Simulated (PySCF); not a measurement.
The same groups moved round the core (benzothiophene boryl+boryl). Gas-phase values, no solvent. One relaxed conformer stands for each flexible species; it need not be the lowest. Strings in code marks are SMILES.

B3LYP has the VWN-RPA correlation part, as in Gaussian. Excitations are Tamm–Dancoff values on a coarser integration grid. The basis has no diffuse functions, so Rydberg states are missing or too high.

A: `Bc1ccc2scc(B)c2c1`
B: `Bc1cc(B)c2ccsc2c1`
C: `c1cc2c(sc(c2)B)cc1B`
D: `Bc1csc2c(B)cccc12`
E: `Bc1cc2c(s1)cccc2B`
F: `c12c(cc(B)s2)cc(cc1)B`

Task: Put the candidates in order of T1 excitation (TDA), lowest first, for PySCF with B3LYP-D3(BJ)/def2-TZVP // PBE0-D4/def2-SVP.

Result: C (2.32 eV), E (2.41 eV), F (2.59 eV), B (2.74 eV), D (2.89 eV), A (2.93 eV)
